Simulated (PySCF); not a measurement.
# Reading the logs of faulty runs: B2CH5N

All numbers below are calculated, not measured. The program is PySCF 2.14.0, an open-source quantum chemistry code, run on an isolated molecule that a program drew, which may never have been made. The molecule is B2CH5N (charge 0, singlet), drawn as the SMILES string `C=BBN`.

Each row is a Hartree-Fock (HF) and frozen-core CCSD(T) single point in the cc-pVDZ basis, meant for a local HF minimum. Run 1 is clean. Each other run has one planted mistake out of seven kinds, and not every kind appears here: one electron removed, one electron added, multiplicity raised by two, geometry at a saddle point, minimal basis STO-3G, one bond length entered in bohr, all coordinates scaled. The reference is restricted for singlets and unrestricted otherwise, and also for a bond in bohr. Adding or removing an electron swaps singlet and doublet. Electrons count all cores. HOMO and LUMO are orbital energies over both spins, the gradient is its largest component, and the lowest frequency (negative if imaginary) is given only where the gradient is small. Bond lengths are over the 8 bonds as drawn. T1 is the CCSD diagnostic: over 0.02 (restricted) or 0.045 (unrestricted) a single reference is doubtful.

Geometry of the clean run:
```xyz
9
B2CH5N, angstrom
C     0.0635   -0.3426    2.2628
B     0.2619    0.6792    1.3410
B     0.5676    1.9061    0.2249
N    -0.4204    2.7058   -0.3384
H    -0.9214   -0.6106    2.6330
H     0.8871   -0.9274    2.6612
H     1.7090    2.1020   -0.1043
H    -0.2142    3.4267   -0.9979
H    -1.3938    2.6240   -0.1323
```

```
run  electrons  basis functions  <S^2>  HOMO (eV)  LUMO (eV)  gradient (hartree/bohr)  lowest frequency (cm^-1)  mean bond (Å)  longest bond (Å)      T1  HF (hartree)  CCSD(T) (hartree)                     mistake
  1         28               81  0.000      -8.49       2.76                  7.6e-06                       159         1.2300             1.687  0.0155    -144.58680         -145.10806                    no fault
  2         28               81  2.016      -6.11       0.95                  7.4e-02                         -         1.2300             1.687  0.0162    -144.50960         -144.99880  multiplicity raised by two
  3         28               25  0.000      -6.49       7.29                  3.7e-02                         -         1.2300             1.687  0.0178    -142.74292         -142.98633        minimal basis STO-3G
  4         29               81  0.897       0.85       8.69                  4.3e-02                         -         1.2300             1.687  0.0305    -144.51896         -145.05607                           ?
```

**Which mistake was planted in run 4, and what did it cost?**

It counts 29 electrons, one more than the clean run, at the same geometry and basis. So the mistake is: one electron added. Subtracting run 1 and multiplying by 627.51 kcal/mol a hartree, the energy moved by 42.6 kcal/mol in HF and 32.6 kcal/mol in CCSD(T).

Cautions from the logs. Run 4: the HOMO is above zero, so the electron isn't bound and the energy depends on the basis.
